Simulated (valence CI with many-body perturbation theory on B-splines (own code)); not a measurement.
K5+: electric-dipole lines

Computed by relativistic CI+MBPT: four valence electrons over a frozen Dirac-Fock core [Ne], radial functions for each j: 11 s, 11 p, 10 d, 8 f, 5 g, 2 h, with the one-electron correlation potential Σ1, the two-electron term Σ2, the three-electron term Σ3, Breit, model QED; selected CI, second order for the rest, scaled by the run's own slope (own B-spline code, finite nucleus).

Set against measurement, 25 paired levels are off by 128 cm⁻¹ on average, the worst by 501. These come from a selection out of Sansonetti, J. Phys. Chem. Ref. Data 37, 7 (2008). Levels without a partner in it may be off by more. Among the levels kept, up to 940 cm⁻¹ of a level comes from second order outside the variational space, and about a tenth of that is noise between levels of different J, which matters for small intervals.

Lines 251 to 300 of 562 in falling wavelength, among levels below 564960 cm⁻¹, chosen from the strongest by gf and those to the six lowest levels. Wavelengths and rates use the calculated energies, so an error of 100 cm⁻¹ moves a line at 46.36 nm by 0.046 % and its rate by three times that or more. Electric multipoles are in the length gauge, E1 and E2 with the static RPA response of the core. Weak lines are less certain than strong ones. Lines between different terms over intervals too small for the method are left out, as are lines whose strength nearly cancels. Where a level lies close to another of its J and parity, the split of strength between their lines is uncertain. The highest levels of a list are the least certain.

Names give the largest LS component (configuration and term), which can be under half, so a name can repeat, a term be missing and a line seem to break the LS rules; names also repeat where a configuration has a term twice. Letters in brackets count levels of one name in rising energy.

```
λ vac (nm)  λ from measured levels               Upper               Lower   A (s⁻¹)  S (a.u.) with core polarisation  S without
     47.90                          3s 3p2 3d 1P_1 [b]     3s2 3p 3d 1D°_2  3.07e+09                         4.99e-01   5.20e-01
     47.88                          3s 3p2 3d 3F_4 [c]     3s2 3p 3d 3F°_3  6.02e+08                         2.94e-01   3.06e-01
     47.88                          3s 3p2 3d 3P_2 [c]     3s2 3p 3d 3D°_2  1.07e+09                         2.91e-01   3.03e-01
     47.86                            3p3 3d 3D°_1 [b]  3s 3p2 3d 3F_2 [a]  7.29e+09                         1.18e+00   1.21e+00
     47.83                          3s 3p2 3d 3F_2 [c]     3s2 3p 3d 3F°_2  7.21e+09                         1.95e+00   2.03e+00
     47.80                            3p3 3d 3D°_2 [b]  3s 3p2 3d 3F_3 [a]  6.43e+09                         1.73e+00   1.78e+00
     47.74                          3s 3p2 3d 3F_3 [c]     3s2 3p 3d 3F°_2  6.79e+08                         2.55e-01   2.66e-01
     47.73                            3p3 3d 3D°_3 [b]  3s 3p2 3d 3F_4 [a]  6.93e+09                         2.60e+00   2.67e+00
     47.66                          3s 3p2 3d 3P_1 [c]     3s2 3p 3d 3D°_2  9.70e+09                         1.55e+00   1.62e+00
     47.59                          3s 3p2 3d 1D_2 [c]     3s2 3p 3d 1F°_3  1.15e+10                         3.05e+00   3.18e+00
     47.56                          3s 3p2 3d 3P_1 [c]     3s2 3p 3d 3D°_1  2.35e+09                         3.75e-01   3.91e-01
     47.52                            3p3 3d 3D°_3 [b]  3s 3p2 3d 3F_3 [a]  6.45e+08                         2.39e-01   2.45e-01
     47.46                          3s 3p2 3d 3P_0 [c]     3s2 3p 3d 3D°_1  1.32e+10                         6.94e-01   7.23e-01
     47.32                                3s2 3d2 1G_4     3s2 3p 3d 1F°_3  1.12e+10                         5.26e+00   5.47e+00
     47.06                            3p3 3d 3F°_4 [b]  3s 3p2 3d 3F_4 [a]  9.15e+08                         4.24e-01   4.41e-01
     46.85                            3p3 3d 3F°_3 [b]  3s 3p2 3d 3F_3 [a]  8.81e+08                         3.13e-01   3.26e-01
     46.69                            3p3 3d 3F°_2 [b]  3s 3p2 3d 3F_2 [a]  9.91e+08                         2.49e-01   2.59e-01
     46.65                          3s 3p2 3d 1F_3 [a]        3s 3p3 1D°_2  5.83e+09                         2.05e+00   2.12e+00
     46.40                             3s2 3p 3d 3F°_3        3s2 3p2 3P_2  1.01e+07                         3.47e-03   3.58e-03
     46.36                   46.43        3s 3p3 3S°_1        3s2 3p2 3P_2  1.36e+10                         2.01e+00   2.09e+00
     46.32                          3s 3p2 3d 3P_2 [c]     3s2 3p 3d 3P°_1  1.28e+09                         3.14e-01   3.27e-01
     46.22                          3s 3p2 3d 3P_1 [c]     3s2 3p 3d 3P°_0  1.63e+09                         2.38e-01   2.48e-01
     46.11                          3s 3p2 3d 3P_1 [c]     3s2 3p 3d 3P°_1  1.89e+09                         2.74e-01   2.85e-01
     46.07                          3s 3p2 3d 3P_2 [c]     3s2 3p 3d 3P°_2  4.10e+09                         9.90e-01   1.03e+00
     46.05                                3s2 3d2 1D_2     3s2 3p 3d 1P°_1  5.90e+09                         1.42e+00   1.48e+00
     45.98                   46.04        3s 3p3 3S°_1        3s2 3p2 3P_1  8.05e+09                         1.16e+00   1.21e+00
     45.74                   45.80        3s 3p3 3S°_1        3s2 3p2 3P_0  2.80e+09                         3.97e-01   4.13e-01
     45.55                              3s2 3p 4p 3D_3     3s2 3p 3d 3F°_4  3.79e+09                         1.24e+00   1.22e+00
     45.53                              3s2 3p 4p 3D_2     3s2 3p 3d 3F°_3  2.96e+09                         6.91e-01   6.76e-01
     45.49                                3p3 3d 1D°_2            3p4 1D_2  2.37e+09                         5.52e-01   5.71e-01
     45.47                              3s2 3p 4p 3D_1     3s2 3p 3d 3F°_2  3.05e+09                         4.24e-01   4.14e-01
     45.19                   45.27        3s 3p3 1P°_1        3s2 3p2 3P_2  5.52e+08                         7.54e-02   7.86e-02
     45.10                          3s 3p2 3d 1F_3 [b]     3s2 3p 3d 1D°_2  1.11e+10                         3.50e+00   3.63e+00
     44.87                             3s 3p2 4p 5D°_4      3s 3p2 3d 5D_4  1.16e+09                         4.65e-01   4.62e-01
     44.83                   44.90        3s 3p3 1P°_1        3s2 3p2 3P_1  7.33e+08                         9.78e-02   1.02e-01
     44.67                             3s 3p 3d2 5G°_3      3s 3p2 3d 5F_3  7.37e+08                         2.27e-01   2.35e-01
     44.60                   44.67        3s 3p3 1P°_1        3s2 3p2 3P_0  1.82e+08                         2.39e-02   2.49e-02
     44.58                             3s 3p 3d2 5G°_2      3s 3p2 3d 5F_1  3.07e+09                         6.70e-01   6.94e-01
     44.57                             3s 3p 3d2 5G°_6      3s 3p2 3d 5F_5  3.86e+09                         2.19e+00   2.27e+00
     44.56                             3s 3p 3d2 5G°_3      3s 3p2 3d 5F_2  3.08e+09                         9.41e-01   9.74e-01
     44.56                             3s 3p 3d2 5G°_5      3s 3p2 3d 5F_4  3.56e+09                         1.71e+00   1.77e+00
     44.56                             3s 3p 3d2 5G°_4      3s 3p2 3d 5F_3  3.28e+09                         1.29e+00   1.34e+00
     44.54                          3s 3p2 3d 1D_2 [b]        3s 3p3 1P°_1  4.99e+09                         1.09e+00   1.13e+00
     44.40                          3s 3p2 3d 1F_3 [b]     3s2 3p 3d 3P°_2  9.52e+08                         2.88e-01   2.98e-01
     44.38                                3s2 3d2 1D_2     3s2 3p 3d 1F°_3  2.46e+09                         5.31e-01   5.51e-01
     44.10                             3s 3p2 4p 5P°_1      3s 3p2 3d 5D_2  1.99e+09                         2.53e-01   2.50e-01
     44.08                             3s 3p2 4p 5P°_2      3s 3p2 3d 5D_3  3.04e+09                         6.43e-01   6.35e-01
     44.06                             3s 3p2 4p 5P°_1      3s 3p2 3d 5D_1  2.75e+09                         3.49e-01   3.45e-01
     44.03                             3s 3p2 4p 5P°_2      3s 3p2 3d 5D_2  2.12e+09                         4.47e-01   4.43e-01
     44.02                                3s2 3d2 3F_3     3s2 3p 3d 3D°_3  1.56e+09                         4.61e-01   4.78e-01
```
